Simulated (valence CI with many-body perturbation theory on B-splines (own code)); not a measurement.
Values are calculated unless marked as measured or tabulated.
## La⁵²⁺: what the settings do

Level of theory: valence CI with perturbative core correlation (CI+MBPT): three valence electrons over a frozen Dirac-Fock core [He], radial functions for each j: 6 s, 6 p, 5 d, 3 f, 1 g, with the one-electron correlation potential Σ1, the two-electron term Σ2, the three-electron term Σ3, Breit, model QED; selected CI, second order for the rest, scaled by the run's own slope (own B-spline code, finite nucleus).

No measured spectrum was set against this ion. As an estimate, large intervals hold to a few tenths of a per cent, small ones and those within an open d or f shell to about a per cent.

The reference run has the lowest level (2s^2 2p1/2) J=1/2 and an ionisation energy of 10421.6 eV. Its largest variational space holds 3695 state functions.

Levels are named by their leading jj configuration (3d3/2^4 stands for four electrons in 3d with j = 3/2), which in mixed levels can hold well under half, so a name can repeat and another be missing. Letters in brackets count levels of one name in rising energy.

Changed runs:
A. Davidson tolerance 2e-05 → 0.0003
B. size limit of the variational space 10000 → 6000
C. orbitals per symmetry with explicit Σ2 and valence Breit (the others get mean screening factors) 5 → 4
D. correlating orbitals by l 3 3 3 2 1 → 2 2 1 1 0; natural orbitals for correlation on → off (bad on purpose)

Excitation energies of the reference run in cm⁻¹, and shifts in cm⁻¹:

```tsv
Level	Reference	A	B	C	D
(2s 2p1/2^2) J=1/2	1431650	0	0	+39	+368
(2s^2 2p3/2) J=3/2	3666320	0	0	-37	-572
(2s 2p1/2 2p3/2) J=3/2 [a]	4664310	0	0	-9.2	-3334
(2s 2p1/2 2p3/2) J=5/2	4934000	0	0	-104	-473
(2s 2p1/2 2p3/2) J=1/2	5360340	0	0	-37	+2489
(2s 2p1/2 2p3/2) J=3/2 [b]	5364470	0	0	-49	+3274
(2p1/2^2 2p3/2) J=3/2	6886010	0	+0.1	+21	+3929
(2s 2p3/2^2) J=5/2	8476510	0	0	-79	-1795
(2s 2p3/2^2) J=1/2	9111420	0	0	+45	+2690
(2s 2p3/2^2) J=3/2	9119570	0	+0.1	-54	+3241
(2p1/2 2p3/2^2) J=3/2	10275900	0	0	-48	+281
(2p1/2 2p3/2^2) J=5/2	10440800	0	0	-97	+3541
Ionisation energy (eV)	10421.6	0	0	-0.011	-0.7
```

No effect on these energies: A.
